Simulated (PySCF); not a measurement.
C3H4O4Si: full NMR table

```yaml
Formula: C3H4O4Si
SMILES: O=C[Si@@H]1OCC(=O)O1
Point_group_of_the_computed_structure: C1
Degrees_of_unsaturation: 3
Carbon_signals: 3
Proton_signals: 4
```

Atom-mapped SMILES (the numbers label the heavy atoms): `[O:1]=[CH:2][Si@@H:3]1[O:4][CH2:5][C:6](=[O:7])[O:8]1`; H(Xn) means a hydrogen on atom n. Ha(C5) is cis to C2 on the ring; Hb(C5) is trans to C2 on the ring.

Computed data (PySCF 2.14): structure optimised with GFN2-xTB, shieldings: GIAO PBE0/pcSseg-1. Non-relativistic, a single conformation, no solvent model.

References, each an isolated molecule treated in the same way: 1H (σref 31.72) and 13C (σref 186.93) and 29Si (σref 349.16) vs TMS; H2O for 17O (σref 336.08).

| carbon | δC, type | δH (multiplicity) | HMBC from (2–3 bonds) | span of the C tensor (ppm) |
| --- | --- | --- | --- | --- |
| C2 | 235.9, CH | 11.67 (d) | H(Si3) | 231 |
| C5 | 65.6, CH2 | Hb(C5) 4.48 (m); Ha(C5) 4.64 (m) | H(Si3) | 55 |
| C6 | 174.3, C | – | H(Si3), Ha(C5), Hb(C5) | 157 |

Other nuclei:
```json
{"atoms": "H(Si3)", "nucleus": "1H", "environment": "hydrogen on a silicon bonded to C, 2 O, in a 5-membered ring", "δ (ppm)": "4.65", "σ (ppm)": "27.06"}
{"atoms": "Si3", "nucleus": "29Si", "environment": "silicon bonded to C, 2 O, H, in a 5-membered ring", "δ (ppm)": "-39.3", "σ (ppm)": "388.5"}
{"atoms": "O1", "nucleus": "17O", "environment": "carbonyl oxygen", "δ (ppm)": "962.5", "σ (ppm)": "-626.4"}
{"atoms": "O7", "nucleus": "17O", "environment": "carbonyl oxygen", "δ (ppm)": "445.8", "σ (ppm)": "-109.7"}
{"atoms": "O8", "nucleus": "17O", "environment": "oxygen bonded to C, Si, in a 5-membered ring", "δ (ppm)": "214.8", "σ (ppm)": "121.2"}
{"atoms": "O4", "nucleus": "17O", "environment": "oxygen bonded to C, Si, in a 5-membered ring", "δ (ppm)": "28.2", "σ (ppm)": "307.9"}
```

Carbon types of the structure: 1 × C, 1 × CH, 1 × CH2, leaving 1 H on heteroatoms. δC 235.9, 174.3: carbonyl carbon. δC 65.6: sp3 CH2 bonded to O, α to a carbonyl; the inductive effect lowers its shielding. δH 11.67: hydrogen on a carbonyl carbon. δH 4.65: hydrogen on a silicon bonded to C, 2 O, in a 5-membered ring. δH 4.64, 4.48: hydrogen on an sp3 CH2 bonded to O, α to a carbonyl; its carbon carries O, an electronegative neighbour.

Shifts are as computed. Against solution values, carbons near 30 ppm lie about +3 ppm off and those near 130 ppm about +5 ppm. Of 1309 compounds with measured shifts, 239 miss one by over three times the rms of a fit or turn the order of signals round; such compounds aren't used in these exercises. Unscaled 17O shifts of doubly bonded oxygen tend to come out too high, by tens of ppm or more. Experimental scales use liquid or dissolved standards, which lie at an offset from isolated H2O (liquid H2O: subtract about 36 ppm). Multiplicities follow the n + 1 count of equivalent neighbours, as no J values were calculated; m marks all less simple cases, F and P coupling included.
